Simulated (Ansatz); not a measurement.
Saddle point of SiNH₉O₂, singlet (SiNH₅ ([NH2][SiH3]) + H₂O + H₂O → SiNH₅O ([NH2][SiH2][OH]) + H₂O + H₂; bonds formed: Si1–O7, H2–H8, H6–O9; bonds broken: Si1–H2, H6–O7, H8–O9), PBE0-D4/def2-TZVP structure:

Si1  (-0.641, -0.598, 0.523)
H2  (0.733, 0.382, 0.887)
H3  (-1.814, -1.408, -0.017)
H4  (-0.143, -1.525, 1.578)
N5  (-1.546, 0.827, 0.800)
H6  (1.129, -0.091, -1.222)
O7  (0.245, -0.885, -1.010)
H8  (1.412, 0.739, 0.053)
O9  (1.881, 0.794, -0.961)
H10  (-2.551, 0.821, 0.747)
H11  (-1.162, 1.654, 1.224)
H12  (-0.329, -1.189, -1.718)
H13  (2.786, 0.478, -0.884)
(Å)

Energies are electronic, without zero-point energy. Barriers and step energies count from the start structure reached by relaxing down the imaginary mode; all methods use the PBE0-D4 structures, on which another method's saddle can fall below an end. Computed with Ansatz 0.2.0 (basis: def2-TZVPP, with def2-QZVPP for the basis limit); correlated methods freeze the cores. B3LYP uses VWN-RPA correlation. Extrapolation: Hartree–Fock as exp(−7.88 √X), correlation as X^−2.97.

```json
{"method": "SPW92", "barrier (eV)": "0.143", "step energy (eV)": "-0.797"}
{"method": "PBE-D4", "barrier (eV)": "?", "step energy (eV)": "-0.811"}
{"method": "BLYP-D4", "barrier (eV)": "?", "step energy (eV)": "-0.901"}
{"method": "r2SCAN-D4", "barrier (eV)": "0.814", "step energy (eV)": "-0.912"}
{"method": "B97M-V", "barrier (eV)": "0.983", "step energy (eV)": "-0.863"}
{"method": "PBE0-D4", "barrier (eV)": "0.925", "step energy (eV)": "-0.813"}
{"method": "B3LYP-D4", "barrier (eV)": "1.084", "step energy (eV)": "-0.892"}
{"method": "r2SCAN0-D4", "barrier (eV)": "0.950", "step energy (eV)": "-0.893"}
{"method": "BHLYP-D4", "barrier (eV)": "1.285", "step energy (eV)": "-0.899"}
{"method": "CAM-B3LYP-D4", "barrier (eV)": "1.061", "step energy (eV)": "-0.901"}
{"method": "wB97X-V", "barrier (eV)": "1.131", "step energy (eV)": "-0.870"}
{"method": "wB97M-V", "barrier (eV)": "1.113", "step energy (eV)": "-0.883"}
{"method": "B2PLYP", "barrier (eV)": "1.160", "step energy (eV)": "-0.892"}
{"method": "PBE-QIDH", "barrier (eV)": "1.053", "step energy (eV)": "-0.858"}
{"method": "RPA on PBE", "barrier (eV)": "?", "step energy (eV)": "-0.846"}
{"method": "HF", "barrier (eV)": "1.989", "step energy (eV)": "-0.869"}
{"method": "MP2", "barrier (eV)": "1.100", "step energy (eV)": "-0.935"}
{"method": "CCSD", "barrier (eV)": "1.330", "step energy (eV)": "-0.854"}
{"method": "CCSD(T)", "barrier (eV)": "1.200", "step energy (eV)": "-0.869"}
```

Question: Fill in the withheld barriers. (An estimate is asked for; the value comes from the calculation.)

Answer: By the calculation: BLYP-D4 0.982; RPA on PBE 1.242; PBE-D4 0.759 eV. Each is the energy of the saddle less that of the start structure, by the same method.

For comparison, the barrier by CCSD(T) at an estimated basis limit (MP2 extrapolated from triple and quadruple zeta, plus CCSD(T) − MP2 in triple zeta) is 1.208 eV.

T1 diagnostic: at most 0.011.

Labels in which every atom is bracketed show which atoms are joined, not bond orders.

For scale, one of the runs: CCSD(T)/def2-TZVPP, 261 basis functions, launched by `ansatz run in.yaml --threads 8 --pin off --events-out ev --progress --plain --max-ram 19148MiB`. Hardware: 8 CPU threads of an Arm Neoverse V2, shared host. Wall time 73 s; peak host memory 6.4 GiB.
